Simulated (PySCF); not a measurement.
Species: alpha-methyl-delta-valerolactone, C6H10O2.
Numbering: `[CH3:1][C@@H:2]1[CH2:3][CH2:4][CH2:5][O:6][C:7]1=[O:8]`

Structure used (GFN2-xTB), in Å, numbered top down from 1:
```xyz
18
C6H10O2 angstrom
C      2.2326    0.2530   -0.1259
C      0.8071    0.1594    0.4158
C      0.0619   -1.0572   -0.1283
C     -1.4052   -0.9571    0.2675
C     -1.9775    0.2965   -0.3743
O     -1.2354    1.4749   -0.0927
C      0.0764    1.4775    0.1732
O      0.6321    2.5382    0.2783
H      2.8190   -0.6018    0.2025
H      2.7010    1.1655    0.2318
H      2.2260    0.2737   -1.2137
H      0.8610    0.0773    1.5104
H      0.5120   -1.9691    0.2678
H      0.1466   -1.0885   -1.2175
H     -1.9703   -1.8235   -0.0768
H     -1.4950   -0.8950    1.3541
H     -2.9906    0.5054   -0.0187
H     -2.0103    0.1772   -1.4652
```

NICS is the negative of the GIAO shielding at a point without a nucleus: at the ring centre (0) and 1 Å above and below it (1); zz is the component along the ring normal. Level: GIAO PBE0/pcSseg-1 (PySCF, non-relativistic, gas phase) on the GFN2-xTB geometry, one conformer.

Ring bond lengths (Å), with Mayer bond orders in brackets: C2–C3 1.527 (0.98), C3–C4 1.523 (1.03), C4–C5 1.520 (1.04), C5–O6 1.421 (0.86), O6–C7 1.339 (1.08), C7–C2 1.526 (0.94).

Question: Give the NICS values of each ring in ppm.

Answer: 
```
             ring                                             type  NICS(0)  NICS(1), two faces  NICS(1)zz, two faces  rms pucker (Å)  centre to ring atoms, mean (Å)
C2–C3–C4–C5–O6–C7  6-membered ring with O; formal bonds all single     -1.2         -1.6 / -2.1             2.4 / 1.8            0.21                            1.44
```

Question: What can be read from them?

Answer: 
- C2–C3–C4–C5–O6–C7: mean NICS(1)zz 2.1 ppm, near zero. C2, C3, C4, C5 have four or more neighbours; no verdict on aromaticity is drawn. A hydrogen on C4, outside the ring, lies only 1.39 Å from a NICS(1) probe, which then mostly feels that atom.

Question: Give the inner angles of the rings and the Hirshfeld charges of the ring atoms.

Answer: 
- C2–C3–C4–C5–O6–C7: C2 113.4° (-0.028 e), C3 109.0° (-0.071 e), C4 107.9° (-0.073 e), C5 113.8° (+0.014 e), O6 123.6° (-0.108 e), C7 119.9° (+0.206 e); sum 687.6° against 720° for a flat convex ring.

Question: How shielded are the nuclei of the rings and their hydrogens (means over atoms taken as equivalent)?

Answer: 
```
atoms                    environment  σ isotropic (ppm)  principal values of the symmetric part, first atom (ppm)
   C2  sp3 carbon next to a carbonyl              147.1                                       138.0, 149.4, 153.9
   C3                ring CH2 carbon              153.8                                       142.5, 152.6, 166.3
   C4                ring CH2 carbon              159.1                                       153.2, 157.6, 166.6
   C5     sp3 carbon bound to oxygen              115.2                                        88.5, 105.6, 151.6
   O6     ester single-bonded oxygen              128.9                                       -84.5, 220.3, 250.7
   C7          ester carbonyl carbon               11.9                                         -87.7, 49.4, 73.9
  H12               methine hydrogen              29.47                                          26.2, 28.7, 33.5
  H13             methylene hydrogen              29.76                                          24.9, 28.9, 35.5
  H14             methylene hydrogen              30.42                                          26.7, 29.9, 34.7
  H15             methylene hydrogen              30.11                                          25.9, 27.5, 36.9
  H16             methylene hydrogen              29.91                                          26.2, 28.0, 35.5
  H17             methylene hydrogen              27.09                                          22.2, 26.5, 32.5
  H18             methylene hydrogen              27.38                                          23.2, 26.4, 32.5
```
